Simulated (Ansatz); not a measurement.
Name a neutral molecule of C, F, N, Si and H with size of the dipole moment (ωB97M-V/def2-TZVPP) between 3.85 and 4.15 D and HOMO energy (ωB97M-V/def2-TZVPP) between -8.30 and -8.00 eV (Ansatz, PBE0-D4/def2-TZVP geometry).

`N[Si@@H]1[SiH2][C@H]1F` (3.88 D, -8.12 eV). Other molecules can fit too; these were computed, each in one conformer that needn't be the lowest.
